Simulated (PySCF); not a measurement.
Species: C7H7F3NP.
Atom-mapped SMILES: `[CH3:1][CH2:2][c:3]1[n:4][c:5]([C:6]([F:7])([F:8])[F:9])[cH:10][cH:11][p:12]1`

Cartesian coordinates in Å at the GFN2-xTB level; atoms count from 1:
```
atom  x, y, z in Å
C1     2.814   -0.131   -0.902
C2     2.150   -0.214    0.473
C3     0.743    0.298    0.380
N4    -0.179   -0.597    0.136
C5    -1.454   -0.293   -0.034
C6    -2.353   -1.482   -0.282
F7    -3.385   -1.178   -1.090
F8    -1.716   -2.512   -0.841
F9    -2.902   -1.939    0.861
C10   -2.006    0.978    0.025
C11   -1.220    2.085    0.280
P12    0.494    2.040    0.545
H13    2.267   -0.740   -1.618
H14    3.838   -0.490   -0.849
H15    2.823    0.899   -1.257
H16    2.718    0.386    1.188
H17    2.127   -1.252    0.805
H18   -3.069    1.095   -0.135
H19   -1.698    3.056    0.321
```

NICS is the negative of the GIAO shielding at a point without a nucleus: at the ring centre (0) and 1 Å above and below it (1); zz is the component along the ring normal. Level: GIAO PBE0/pcSseg-1 (PySCF, non-relativistic, gas phase) on the GFN2-xTB geometry, one conformer.

Ring bond lengths (Å), with Mayer bond orders in brackets: C3–N4 1.308 (1.48), N4–C5 1.322 (1.49), C5–C10 1.388 (1.31), C10–C11 1.381 (1.44), C11–P12 1.735 (1.33), P12–C3 1.767 (1.23).

What do the NICS probes read (ppm)?

```json
{"ring": "C3–N4–C5–C10–C11–P12", "type": "6-membered ring with N and P; formal bonds all aromatic", "NICS(0)": "-6.8", "NICS(1), two faces": "-10.7 / -10.8", "NICS(1)zz, two faces": "-25.5 / -24.9", "rms pucker (Å)": "0.00", "centre to ring atoms, mean (Å)": "1.47"}
```

What can be read from them?

- C3–N4–C5–C10–C11–P12: mean NICS(1)zz -25.2 ppm, shielded.

And the bond-length index? HOMA = 1 − mean of α(R − Ropt)² over the ring bonds, with Krygowski's 1993 parameters (CC: Ropt 1.388 Å, α 257.7 Å⁻²; CN: Ropt 1.334 Å, α 93.52 Å⁻²; CP: Ropt 1.698 Å, α 118.91 Å⁻²).

- C3–N4–C5–C10–C11–P12: HOMA 0.86; the largest term is that of P12–C3, α(R − Ropt)² = 0.57.

What is the mean of the two in-plane components of NICS at the second NICS(1) probe listed for ring C3–N4–C5–C10–C11–P12, 1 Å off the ring?

The isotropic value is a third of the trace: (3 × -10.8 − (-24.9))/2 = -3.8 ppm.

List the ring angles and the Hirshfeld charges of the ring atoms.

- C3–N4–C5–C10–C11–P12: C3 126.4° (+0.032 e), N4 123.1° (-0.139 e), C5 126.1° (+0.030 e), C10 121.0° (-0.049 e), C11 124.8° (-0.085 e), P12 98.6° (+0.114 e); sum 720.0° against 720° for a flat convex ring.

How shielded are the nuclei of the rings and their hydrogens (means over atoms taken as equivalent)?

| atoms | environment | σ isotropic (ppm) | principal values of the symmetric part, first atom (ppm) |
| --- | --- | --- | --- |
| C3 | substituted aromatic carbon | -26.1 | -190.2, -35.3, 147.3 |
| N4 | pyridine-type nitrogen | -85.7 | -393.4, -148.4, 284.8 |
| C5 | substituted aromatic carbon | 35.7 | -47.1, 20.0, 134.3 |
| C10 | aromatic CH carbon | 62.9 | -44.5, 41.0, 192.2 |
| C11 | aromatic CH carbon | 6.8 | -169.4, 7.0, 183.0 |
| P12 | phosphorus bonded to 2 C | 83.8 | -187.9, -100.4, 539.7 |
| H18 | aromatic hydrogen | 23.65 | 19.1, 22.8, 29.1 |
| H19 | aromatic hydrogen | 21.76 | 18.7, 20.0, 26.5 |
